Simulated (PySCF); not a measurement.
Orbital picture of NaBr⁺

M06-L at R = 2.970 Å; Na def2-SVP, Br def2-SVP; no relativity (PySCF 2.14). State: ²Π (doublet), unpaired electrons π ↑. Only the outer orbitals are listed, counted within each symmetry.

```json
{"spin": "α", "orbital": "4π", "occ.": "1", "ε (eV)": "-36.75", "on Na (%)": "100", "main shells (%)": "100 Na p"}
{"spin": "α", "orbital": "4π", "occ.": "1", "ε (eV)": "-36.74", "on Na (%)": "100", "main shells (%)": "100 Na p"}
{"spin": "α", "orbital": "9σ", "occ.": "1", "ε (eV)": "-36.72", "on Na (%)": "100", "main shells (%)": "100 Na p"}
{"spin": "α", "orbital": "10σ", "occ.": "1", "ε (eV)": "-25.54", "on Na (%)": "0", "main shells (%)": "100 Br s"}
{"spin": "α", "orbital": "5π", "occ.": "1", "ε (eV)": "-14.26", "on Na (%)": "0", "main shells (%)": "100 Br p"}
{"spin": "α", "orbital": "11σ", "occ.": "1", "ε (eV)": "-13.34", "on Na (%)": "3", "main shells (%)": "96 Br p"}
{"spin": "α", "orbital": "5π", "occ.": "1", "ε (eV)": "-12.92", "on Na (%)": "1", "main shells (%)": "99 Br p"}
{"spin": "α", "orbital": "12σ", "occ.": "0", "ε (eV)": "-6.37", "on Na (%)": "99", "main shells (%)": "95 Na s"}
{"spin": "α", "orbital": "6π", "occ.": "0", "ε (eV)": "-4.12", "on Na (%)": "99", "main shells (%)": "99 Na p"}
{"spin": "α", "orbital": "6π", "occ.": "0", "ε (eV)": "-3.97", "on Na (%)": "99", "main shells (%)": "99 Na p"}
{"spin": "β", "orbital": "4π", "occ.": "1", "ε (eV)": "-36.75", "on Na (%)": "100", "main shells (%)": "100 Na p"}
{"spin": "β", "orbital": "4π", "occ.": "1", "ε (eV)": "-36.74", "on Na (%)": "100", "main shells (%)": "100 Na p"}
{"spin": "β", "orbital": "9σ", "occ.": "1", "ε (eV)": "-36.72", "on Na (%)": "100", "main shells (%)": "100 Na p"}
{"spin": "β", "orbital": "10σ", "occ.": "1", "ε (eV)": "-24.22", "on Na (%)": "1", "main shells (%)": "99 Br s"}
{"spin": "β", "orbital": "11σ", "occ.": "1", "ε (eV)": "-12.88", "on Na (%)": "4", "main shells (%)": "96 Br p"}
{"spin": "β", "orbital": "5π", "occ.": "1", "ε (eV)": "-12.44", "on Na (%)": "1", "main shells (%)": "99 Br p"}
{"spin": "β", "orbital": "5π", "occ.": "0", "ε (eV)": "-11.77", "on Na (%)": "1", "main shells (%)": "99 Br p"}
{"spin": "β", "orbital": "12σ", "occ.": "0", "ε (eV)": "-6.57", "on Na (%)": "98", "main shells (%)": "91 Na s"}
{"spin": "β", "orbital": "6π", "occ.": "0", "ε (eV)": "-4.13", "on Na (%)": "99", "main shells (%)": "99 Na p"}
```

Problem. Which are the highest filled and the lowest empty level, where do they sit, and how wide is the gap?

Solution. Highest filled β 5π at -12.44 eV (in %: 99 Br p); lowest empty β 5π at -11.77 eV (in %: 99 Br p); the gap at M06-L is 0.67 eV. Both belong to one degenerate shell, split only by its one-sided filling, so this is no excitation gap.

```json
{
 "bond order (Mayer)": "0.20",
 "⟨S²⟩": "0.753",
 "charge on Na (Mulliken, basis-dependent)": "0.90",
 "charge on Na (Löwdin, basis-dependent)": "0.70",
 "dipole moment (positive dipole points towards Br; it is taken about the centre of mass and depends on that origin)": "-9.66 D"
}
```

Spin–orbit coupling is left out. The state is the lowest determinant that a PBE0 search found; another state may lie lower at other levels.
